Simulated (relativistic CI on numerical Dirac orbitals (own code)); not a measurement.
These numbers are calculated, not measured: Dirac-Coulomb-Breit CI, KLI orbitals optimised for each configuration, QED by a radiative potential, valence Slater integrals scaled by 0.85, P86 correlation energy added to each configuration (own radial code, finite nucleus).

Configuration list (outside the closed core [Ne]): 3s2.3p2, 3s.3p3, 3s2.3p.3d, 3p4, 3s.3p2.3d, 3s2.3p.4s, 3p3.3d, 3s2.3p.4p, 3s.3p.3d2, 3s2.3p.4d, 3s2.3p.4f, 3s.3p2.4s, 3s2.3p.5s, 3s2.3p.5p, 3s.3p2.4p, 3s2.3p.5d, 3s2.3p.5f, 3s2.3p.5g, 3s2.3p.6s, 3s.3p2.4d, 3s2.3p.6p, 3s2.3p.6d, 3s.3p2.4f, 3s2.3d.4p, 3s.3p2.5s, 3p3.4s, 3s.3p2.5p, 3s.3p2.5d, 3s.3p.3d.4s, 3p3.4p, 3s.3p2.5f, 3s.3p2.5g, 3s.3p2.6s, 3s2.3d2, 3s.3d3, 3p2.3d2, 3p.3d3, 3p.3d2.4s, 3p.3d2.4p, 3p.3d2.4d, 3s2.3d.4s, 3s.3d2.4s. Double excitations out of closed p, d and f shells are left out; levels of such configurations are missing from the list, as are those of other unlisted configurations, and high levels can miss mixing partners. These lack a partner that the ground configuration has and come out too high: 3s.3p2.4p, 3s.3p2.4d, 3s.3p2.4f, 3s.3p2.5s, 3s.3p2.5p.

At this charge configurations can still be misplaced by up to about 7 % of their energy. 25 of the 25 excited levels that our extract of the measured tables holds in this range could be paired (the sources list more); they are missed by 1560 cm⁻¹ on average and 3411 at most, and levels without a partner can miss by more.

Outline of the computed level scheme of K VI. Lowest level of each configuration: 3s2.3p2 3P_0 at 0.0000 eV; 3s.3p3 5S°_2 at 12.9326 eV; 3s2.3p.3d 3F°_2 at 27.5482 eV; 3p4 3P_2 at 38.7409 eV; 3s.3p2.3d 5F_1 at 40.3357 eV.

Some strong electric-dipole decays among the lowest 45 levels: 3s2.3p.3d 1F°_3 → 3s2.3p2 1D_2 (3.8e+10 s⁻¹); 3s2.3p.3d 3D°_3 → 3s2.3p2 3P_2 (3.4e+10 s⁻¹); 3s.3p2.3d 5P_3 → 3s.3p3 5S°_2 (2.8e+10 s⁻¹); 3s2.3p.3d 1P°_1 → 3s2.3p2 1S_0 (2.8e+10 s⁻¹); 3s2.3p.3d 3D°_2 → 3s2.3p2 3P_1 (2.2e+10 s⁻¹); 3s2.3p.3d 3P°_0 → 3s2.3p2 3P_1 (2.1e+10 s⁻¹); 3s2.3p.3d 1D°_2 → 3s2.3p2 1D_2 (2.0e+10 s⁻¹); 3s2.3p.3d 3D°_1 → 3s2.3p2 3P_1 (1.7e+10 s⁻¹).

LS names give the leading component of a level, which can be under half, so a name can repeat, a term be missing and a line seem to break the LS rules.
